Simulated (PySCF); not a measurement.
H6OSi2, SMILES [SiH3]O[SiH3] (connectivity only; charge and spin as stated), charge +1, multiplicity 2.

Geometry: PBE0-D3(BJ)/def2-SVP. The spin state was assumed, not searched.

These are TDA-PBE0/def2-SVPD (PySCF) values and carry that method's errors.

Vertical excitations. Isolated molecule, no solvent.

```
state    energy (eV)  λ (nm)      f                                                 main pairs
-------  -----------  ------  -----  ---------------------------------------------------------
root 1          0.72    1730  0.000                                           β HOMO→LUMO 92 %
root 2          2.18     568  0.008                                         β HOMO−2→LUMO 99 %
root 3          2.55     487  0.335                                         β HOMO−1→LUMO 97 %
root 4          3.40     365  0.001                                         β HOMO−4→LUMO 92 %
root 5          3.83     324  0.000                                         β HOMO−3→LUMO 94 %
root 6          3.94     315  0.000                                         β HOMO−5→LUMO 96 %
root 7          6.24     199  0.051                                         β HOMO−6→LUMO 96 %
root 8          7.07     175  0.000                       α HOMO→LUMO 30 %, β HOMO→LUMO+1 63 %
root 9          7.56     164  0.000   α HOMO−3→LUMO 7 %, α HOMO→LUMO 6 %, β HOMO−1→LUMO+1 75 %
root 10         7.58     164  0.000  α HOMO→LUMO 58 %, β HOMO→LUMO+1 29 %, β HOMO−1→LUMO+1 9 %
```
Unrestricted roots are not spin-pure.
